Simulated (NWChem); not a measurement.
# An input for triplet CH6Ge

CH6Ge: 8 atoms, total charge 0, spin state triplet. SMILES of the parent species: `[CH3][GeH3]`. Geometry: relaxed at PBE0-D4/def2-TZVP. That shape belongs to the parent species and isn't relaxed for this state.

```xyz
8

C    -0.3109    0.1903   -0.9714
Ge    0.2969   -0.1819    0.8467
H    -1.3801    0.4042   -0.9765
H     0.2188    1.0522   -1.3784
H    -0.1246   -0.6694   -1.6160
H     0.0307    1.0282    1.7601
H     1.8071   -0.4796    0.8577
H    -0.4457   -1.4012    1.4221
```

Settings wanted:

```json
{
  "task": "energy",
  "method": "MP2",
  "basis set": "def2-SVPD",
  "integral approximation": "none",
  "reference": "UHF",
  "frozen core orbitals": "10",
  "SCF convergence threshold": "1e-08",
  "iteration cap": "80",
  "symmetry": "none",
  "module": "mp2"
}
```

Q: Write the NWChem 7.3.0 input and the command.

A: This one ran through:

m1.nw:
```
start m1
title "CH6Ge"
memory total 2200 mb
geometry units angstroms noautosym nocenter noautoz
  C       -0.310900       0.190300      -0.971400
  Ge       0.296900      -0.181900       0.846700
  H       -1.380100       0.404200      -0.976500
  H        0.218800       1.052200      -1.378400
  H       -0.124600      -0.669400      -1.616000
  H        0.030700       1.028200       1.760100
  H        1.807100      -0.479600       0.857700
  H       -0.445700      -1.401200       1.422100
end
basis spherical bse
  * library def2-SVPD
end
scf
  triplet
  uhf
  thresh 1e-08
  maxiter 80
  print medium
end
mp2
  freeze core 10
  tight
end
task mp2 energy
```

```bash
$ nwchem m1.nw > m1.out
```

Calculated total energy: -2116.53619 Eh.
